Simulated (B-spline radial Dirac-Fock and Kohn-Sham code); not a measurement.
## Bi²⁷⁺: scattering cross sections and density moments

System: the Bi²⁷⁺ ion, configuration [Kr] 4d10 4f10.

Level of theory: relativistic Hartree-Fock (Dirac-Fock) wave functions, averaged over the configuration; a radial atomic solver.

```
Sum of ⟨r⟩                          : 14.51 bohr
Sum of ⟨r²⟩                         : 5.590 bohr²
Sum of ⟨1/r⟩                        : 627.79 per bohr
Langevin diamagnetic susceptibility : -4.43 × 10⁻⁶ cm³/mol
Lamb shielding (α²/3)Σ⟨1/r⟩         : 11140 ppm
```

Coherent scattering is the Thomson cross section weighted by f₀², without anomalous dispersion; incoherent scattering is Klein-Nishina weighted by S. The Lamb formula is the non-relativistic shielding expression. Electron correlation is left out. A dash stands where the photon energy is too low for the impulse approximation behind that column.

```
hν (keV)  coherent (b)  incoherent (b)  incoherent per electron (b)
       1          2076               –                            –
       5          1861               –                            –
  8.0478          1583           3.268                       0.0584
      10          1396           4.539                       0.0810
      50         214.1           18.69                        0.334
     100         70.95           21.45                        0.383
     200         21.10           20.30                        0.363
     500         3.885           15.60                        0.279
```

Incoherent scattering overtakes coherent scattering between 200 and 500 keV.

Values without a named source are computed, but for edge energies of neutral atoms, which are taken from tables.
